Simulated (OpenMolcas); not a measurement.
Sr: effect of the IPEA shift

```json
{"Program": "OpenMolcas", "Basis": "ANO-RCC-VTZP [7s6p3d1f]", "Scalar Hamiltonian": "DKH2, point nucleus", "Active space": "2 electrons in 4 orbitals (5s 5p)", "State averaging": "2S+1 = 3 even, 3 roots; 2S+1 = 1 even, 6 roots; 2S+1 = 3 odd, 3 roots; 2S+1 = 1 odd, 3 roots", "Spin-orbit coupling": "RASSI with atomic mean-field integrals over the reference wave functions, term energies averaged over their components"}
```

Methods on the same reference wave functions:
A. CASSCF
B. SS-CASPT2, IPEA 0 Eh, imaginary shift 0.1 Eh (closed shells correlated: 4s 4p)
C. SS-CASPT2, IPEA 0.25 Eh, imaginary shift 0.1 Eh (closed shells correlated: 4s 4p)

Energies in cm⁻¹ above 5s² ¹S₀, the measured ground level; measured values from NIST Handbook of Basic Atomic Spectroscopic Data.

| Level | A | B | C | Measured |
| --- | --- | --- | --- | --- |
| 5s² ¹S₀ | 0.0 | 0.0 | 0.0 | 0.0 |
| 5s 5p ³P°₀ | 12343 | 13707 | 13864 | 14318 |
| 5s 5p ³P°₁ | 12484 | 13848 | 14005 | 14504 |
| 5s 5p ³P°₂ | 12770 | 14134 | 14291 | 14899 |
| 5s 5p ¹P°₁ | 26535 | 24133 | 25087 | 21698 |
| 5p² ³P₀ | 35291 | 37389 | 37694 | 35193 |
| 5p² ³P₁ | 35422 | 37520 | 37825 | 35400 |
| 5p² ³P₂ | 35677 | 37697 | 38066 | 35675 |
| 5p² ¹D₂ | 40197 | 38202 | 39723 |  |

Deviations, from unrounded energies. A percentage is the sum of absolute deviations over the sum of measured energies, with the sign that they share, or ± where signs differ.

```csv
Against measurement,Levels,A,B,C
mean absolute deviation (cm-1),7,1600,1500,1800
other configurations (%),7,±6.5,±6.3,±7.1
```

A, B lie about equally close to measurement and C furthest from it. The largest miss of B in the table is 5s 5p ¹P°₁, by +2400 cm-1. The ranking rests on the paired levels alone, and a cruder setting can come out closer through cancelling errors.

Between B and C the level of the table that moves most is 5p² ¹D₂, by 1500 cm-1 (lowest in B, highest in C).

The lowest spin-free term lies below A's lowest term by 0.198 hartree in B, 0.196 hartree in C.

The ¹D term of p² mixes with s d, which this space lacks. Without dynamic correlation excited terms often stand tens of per cent too high (terms of higher spin than the ground term too low), and those without a measured partner can miss by more than the paired ones (holds for A). Computed and measured levels are paired by configuration, term and J; levels that our copy of the source lacks, or whose pairing is in doubt (as where it misses far off the trend of its configuration), stay unpaired and out of the deviations. Only configurations of the active space appear.

° marks odd parity.
